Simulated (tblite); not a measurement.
Species: C₂H₈OSi₃.
Numbering: `[SiH3:1][C:2]#[C:3][SiH2:4][O:5][SiH3:6]` (hydrogens: H7, H8, H9 on Si1; H10, H11 on Si4; H12, H13, H14 on Si6)

Computed with GFN2-xTB (tblite), gas phase: Langevin dynamics at 300 K from the optimised GFN2-xTB geometry, time step 0.5 fs, friction 0.01 fs⁻¹, 2000 steps.

Start geometry:
```
atom  x, y, z in Å
Si1    -3.358    0.064    0.862
C2     -1.794    0.487   -0.028
C3     -0.764    0.760   -0.604
Si4     0.829    1.147   -1.468
O5      2.048    0.417   -0.682
Si6     2.914   -0.271    0.496
H7     -3.864   -1.202    0.323
H8     -3.058   -0.069    2.291
H9     -4.328    1.139    0.637
H10     1.091    2.587   -1.420
H11     0.841    0.569   -2.811
H12     3.913   -1.076   -0.203
H13     2.015   -1.084    1.312
H14     3.514    0.812    1.273
```

The statistics below take the 31 frames saved every 25 fs from 250 to 1000 fs; their kinetic temperature (all 3N coordinates) averages 309 K.

**Question.** Give the mean, spread and extremes of the bond lengths.

**Answer.** 
| bond | start (Å) | mean (Å) | standard deviation (Å) | shortest (Å) | longest (Å) |
| --- | --- | --- | --- | --- | --- |
| Si1–C2 | 1.849 | 1.857 | 0.039 | 1.780 | 1.959 |
| C2≡C3 | 1.211 | 1.212 | 0.021 | 1.172 | 1.257 |
| C3–Si4 | 1.853 | 1.859 | 0.030 | 1.801 | 1.917 |
| Si4–O5 | 1.623 | 1.633 | 0.041 | 1.560 | 1.736 |
| O5–Si6 | 1.616 | 1.623 | 0.030 | 1.558 | 1.684 |
| Si1–H7 | 1.466 | 1.473 | 0.034 | 1.418 | 1.561 |
| Si1–H8 | 1.466 | 1.474 | 0.034 | 1.394 | 1.571 |
| Si1–H9 | 1.466 | 1.478 | 0.053 | 1.360 | 1.616 |
| Si4–H10 | 1.464 | 1.475 | 0.043 | 1.393 | 1.546 |
| Si4–H11 | 1.463 | 1.468 | 0.025 | 1.420 | 1.510 |
| Si6–H12 | 1.461 | 1.470 | 0.032 | 1.412 | 1.548 |
| Si6–H13 | 1.461 | 1.466 | 0.038 | 1.405 | 1.572 |
| Si6–H14 | 1.462 | 1.469 | 0.029 | 1.412 | 1.538 |

**Question.** Give the same statistics for bond angles, one of each kind among heavy atoms.

**Answer.** 
| angle | start (°) | mean (°) | standard deviation (°) | smallest (°) | largest (°) |
| --- | --- | --- | --- | --- | --- |
| Si1–C2–C3 | 179.5 | 168.5 | 5.3 | 158.3 | 176.7 |
| C2–C3–Si4 | 178.8 | 167.7 | 6.0 | 154.1 | 178.4 |
| C3–Si4–O5 | 109.0 | 105.6 | 4.7 | 97.8 | 116.0 |
| Si4–O5–Si6 | 161.2 | 153.4 | 11.1 | 126.4 | 172.9 |

**Question.** How far does each atom move about its mean position (frames aligned on the start, all atoms weighted alike), and what rms force does it feel?

**Answer.** 
| atom | rms displacement (Å) | rms force (eV/Å) |
| --- | --- | --- |
| Si1 | 0.24 | 1.52 |
| C2 | 0.26 | 2.15 |
| C3 | 0.25 | 1.95 |
| Si4 | 0.23 | 1.82 |
| O5 | 0.26 | 0.86 |
| Si6 | 0.30 | 1.50 |
| H7 | 0.63 | 0.64 |
| H8 | 0.59 | 0.64 |
| H9 | 0.85 | 0.96 |
| H10 | 0.37 | 0.79 |
| H11 | 0.35 | 0.56 |
| H12 | 1.03 | 0.65 |
| H13 | 0.94 | 0.74 |
| H14 | 1.21 | 0.59 |

The displacements run from 0.23 to 1.21 Å, the largest at H14.

**Question.** Follow the torsion C3–Si4–O5–Si6 through every second one of these frames.

**Answer.** 
```json
{"t (fs)": "250", "C3–Si4–O5–Si6 (°)": "86"}
{"t (fs)": "300", "C3–Si4–O5–Si6 (°)": "37"}
{"t (fs)": "350", "C3–Si4–O5–Si6 (°)": "37"}
{"t (fs)": "400", "C3–Si4–O5–Si6 (°)": "64"}
{"t (fs)": "450", "C3–Si4–O5–Si6 (°)": "61"}
{"t (fs)": "500", "C3–Si4–O5–Si6 (°)": "-2"}
{"t (fs)": "550", "C3–Si4–O5–Si6 (°)": "6"}
{"t (fs)": "600", "C3–Si4–O5–Si6 (°)": "-8"}
{"t (fs)": "650", "C3–Si4–O5–Si6 (°)": "3"}
{"t (fs)": "700", "C3–Si4–O5–Si6 (°)": "-10"}
{"t (fs)": "750", "C3–Si4–O5–Si6 (°)": "-10"}
{"t (fs)": "800", "C3–Si4–O5–Si6 (°)": "-40"}
{"t (fs)": "850", "C3–Si4–O5–Si6 (°)": "-33"}
{"t (fs)": "900", "C3–Si4–O5–Si6 (°)": "-19"}
{"t (fs)": "950", "C3–Si4–O5–Si6 (°)": "-26"}
{"t (fs)": "1000", "C3–Si4–O5–Si6 (°)": "-33"}
```

Largest departure from the start value over all these frames: C3–Si4–O5–Si6 111° (start -25°).

**Question.** How widely does the potential energy scatter, against a harmonic estimate?

**Answer.** Mean 0.50 eV above the start, standard deviation 0.129 eV, range 0.27 to 0.76 eV. For 36 classical harmonic modes at 300 K the canonical values are 36kT/2 = 0.47 eV and kT·√(36/2) = 0.110 eV.

The run is classical and short, so these are rough statistics of one trajectory.

The cost below is that of the whole dynamics run. Hardware: one thread of an Arm Neoverse V1, shared host with 32 logical CPUs at a one-minute load of 9.1. Cost: 14 s of wall time, 0.18 GiB resident at most.
